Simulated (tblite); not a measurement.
Compound: C₂H₁₆Si₅.
Numbering: `[SiH3:1][CH2:2][SiH2:3][Si@@H:4]([SiH3:5])[CH2:6][SiH3:7]` (hydrogens: H8, H9, H10 on Si1; H11, H12 on C2; H13, H14 on Si3; H15 on Si4; H16, H17, H18 on Si5; H19, H20 on C6; H21, H22, H23 on Si7)

Computed with GFN2-xTB (tblite), gas phase: L-BFGS steps from a force-field or distance-geometry start until the largest atomic force falls under 0.01 eV/Å.

Step 38: E = -572.4379 eV
```
atom  x, y, z in Å  |  force x, y, z in eV/Å
Si1     3.6236    0.0950    1.3594   -0.002   0.007  -0.004
C2      2.6514    0.5113   -0.2208    0.020  -0.020   0.005
Si3     1.3972   -0.7918   -0.8490    0.044   0.039   0.024
Si4    -0.6832    0.0633   -0.2563   -0.061   0.064  -0.075
Si5    -1.4129    1.6294   -1.8199    0.002  -0.009   0.060
C6     -2.0695   -1.2268    0.0421    0.018  -0.001   0.001
Si7    -3.3895   -0.7397    1.3206   -0.013  -0.003  -0.020
H8      4.9183   -0.4955    1.0139    0.000  -0.029  -0.020
H9      3.8641    1.3216    2.1246    0.009   0.016   0.012
H10     2.8872   -0.8468    2.2063   -0.036   0.012  -0.008
H11     3.3674    0.7379   -1.0111   -0.009  -0.039   0.002
H12     2.1079    1.4433   -0.0487   -0.003  -0.040  -0.020
H13     1.5498   -0.8743   -2.3144   -0.010  -0.024   0.017
H14     1.7742   -2.1293   -0.3613    0.011   0.035   0.003
H15    -0.5142    0.7457    1.0497    0.009   0.009   0.043
H16    -2.7723    2.1465   -1.6325    0.012  -0.003  -0.001
H17    -0.5234    2.7959   -1.8179   -0.021   0.020  -0.004
H18    -1.3682    1.1088   -3.1923   -0.014  -0.014   0.024
H19    -2.5568   -1.4359   -0.9117    0.006  -0.006   0.008
H20    -1.6311   -2.1725    0.3624    0.031  -0.010  -0.021
H21    -2.8894   -1.0252    2.6674    0.005   0.019  -0.016
H22    -4.6107   -1.5150    1.0896   -0.017  -0.044   0.011
H23    -3.7246    0.6811    1.2100    0.019   0.019  -0.020
```

Step 39: E = -572.4389 eV
```
atom  x, y, z in Å  |  force x, y, z in eV/Å
Si1     3.6235    0.0947    1.3594    0.012   0.009   0.018
C2      2.6531    0.5103   -0.2219    0.036  -0.013   0.022
Si3     1.3988   -0.7913   -0.8480    0.001   0.043   0.015
Si4    -0.6825    0.0658   -0.2572   -0.055   0.053  -0.015
Si5    -1.4153    1.6294   -1.8182    0.002  -0.003   0.040
C6     -2.0680   -1.2269    0.0401    0.027   0.005   0.004
Si7    -3.3885   -0.7401    1.3194   -0.007  -0.008  -0.034
H8      4.9184   -0.4986    1.0157   -0.016  -0.027  -0.017
H9      3.8693    1.3227    2.1224    0.003   0.003   0.003
H10     2.8838   -0.8430    2.2091   -0.027   0.020  -0.017
H11     3.3716    0.7316   -1.0112   -0.010  -0.026  -0.004
H12     2.1121    1.4441   -0.0514    0.002  -0.046  -0.029
H13     1.5496   -0.8762   -2.3135   -0.008  -0.022   0.015
H14     1.7691   -2.1299   -0.3605    0.019   0.025   0.011
H15    -0.5192    0.7498    1.0526    0.011  -0.014  -0.003
H16    -2.7740    2.1454   -1.6278    0.000   0.001  -0.001
H17    -0.5271    2.7961   -1.8154   -0.014   0.030  -0.005
H18    -1.3727    1.1122   -3.1924   -0.014  -0.014   0.030
H19    -2.5535   -1.4350   -0.9157    0.013  -0.015   0.039
H20    -1.6275   -2.1717    0.3627    0.015   0.006  -0.040
H21    -2.8891   -1.0239    2.6673    0.006   0.025  -0.024
H22    -4.6083   -1.5179    1.0912   -0.021  -0.049   0.008
H23    -3.7284    0.6794    1.2035    0.024   0.016  -0.014
```

Step 40: E = -572.4398 eV
```
atom  x, y, z in Å  |  force x, y, z in eV/Å
Si1     3.6235    0.0944    1.3596    0.027   0.009   0.036
C2      2.6551    0.5092   -0.2225    0.043  -0.007   0.030
Si3     1.4002   -0.7900   -0.8467   -0.045   0.033   0.005
Si4    -0.6830    0.0692   -0.2584   -0.028   0.027   0.049
Si5    -1.4173    1.6294   -1.8160   -0.002   0.016   0.005
C6     -2.0661   -1.2269    0.0384    0.025   0.010   0.008
Si7    -3.3877   -0.7405    1.3177   -0.007  -0.012  -0.038
H8      4.9180   -0.5015    1.0164   -0.027  -0.026  -0.013
H9      3.8736    1.3235    2.1207   -0.002  -0.006  -0.003
H10     2.8798   -0.8397    2.2107   -0.019   0.026  -0.023
H11     3.3748    0.7258   -1.0115   -0.004  -0.014  -0.012
H12     2.1154    1.4440   -0.0540    0.007  -0.039  -0.032
H13     1.5491   -0.8783   -2.3121   -0.005  -0.019   0.013
H14     1.7655   -2.1295   -0.3595    0.024   0.018   0.017
H15    -0.5232    0.7527    1.0552    0.011  -0.030  -0.040
H16    -2.7753    2.1445   -1.6239   -0.013   0.005   0.000
H17    -0.5304    2.7967   -1.8134   -0.010   0.035  -0.006
H18    -1.3764    1.1142   -3.1915   -0.014  -0.013   0.037
H19    -2.5504   -1.4343   -0.9186    0.016  -0.022   0.055
H20    -1.6238   -2.1710    0.3621    0.006   0.018  -0.051
H21    -2.8888   -1.0224    2.6666    0.007   0.030  -0.032
H22    -4.6067   -1.5212    1.0930   -0.016  -0.045   0.005
H23    -3.7306    0.6785    1.1977    0.027   0.007  -0.011
```

**Question.** Estimate the geometry and energy of step 41. (The exact step hangs on the optimiser's Hessian estimate; all steps are aligned on step 40, rigid shifts and turns removed.)

**Answer.** E = -572.4410 eV, largest force 0.106 eV/Å
```
atom  x, y, z in Å  |  force x, y, z in eV/Å
Si1     3.6242    0.0942    1.3607    0.036   0.006   0.046
C2      2.6586    0.5074   -0.2227    0.037  -0.006   0.027
Si3     1.4012   -0.7878   -0.8448   -0.087   0.010  -0.003
Si4    -0.6843    0.0738   -0.2594    0.014  -0.009   0.105
Si5    -1.4200    1.6300   -1.8132   -0.009   0.044  -0.034
C6     -2.0634   -1.2266    0.0366    0.015   0.014   0.013
Si7    -3.3871   -0.7412    1.3148   -0.012  -0.015  -0.034
H8      4.9172   -0.5057    1.0173   -0.035  -0.027  -0.007
H9      3.8792    1.3248    2.1183   -0.004  -0.011  -0.004
H10     2.8747   -0.8349    2.2127   -0.011   0.029  -0.024
H11     3.3788    0.7179   -1.0121    0.006   0.001  -0.017
H12     2.1198    1.4430   -0.0578    0.013  -0.023  -0.031
H13     1.5485   -0.8812   -2.3103   -0.003  -0.013   0.012
H14     1.7614   -2.1287   -0.3580    0.025   0.017   0.023
H15    -0.5277    0.7558    1.0575    0.013  -0.039  -0.065
H16    -2.7775    2.1436   -1.6189   -0.027   0.010   0.002
H17    -0.5350    2.7985   -1.8111   -0.007   0.038  -0.007
H18    -1.3815    1.1167   -3.1898   -0.012  -0.012   0.042
H19    -2.5464   -1.4341   -0.9210    0.015  -0.027   0.057
H20    -1.6189   -2.1698    0.3604    0.002   0.023  -0.053
H21    -2.8886   -1.0198    2.6651    0.007   0.036  -0.041
H22    -4.6050   -1.5265    1.0953   -0.005  -0.036   0.001
H23    -3.7331    0.6775    1.1903    0.029  -0.009  -0.008
```

The energy changes by -0.0012 eV. The first-order estimate −F·Δx gives -0.0016 eV and the mean of the old and new forces, exact on a quadratic surface, -0.0012 eV. The step makes an angle of 72° with the force vector and moves no atom by more than 0.009 Å.

The cost below is that of the whole relaxation. Hardware: one thread of an Arm Neoverse V2, shared host with 96 logical CPUs at a one-minute load of 73. Cost: 1.9 s.
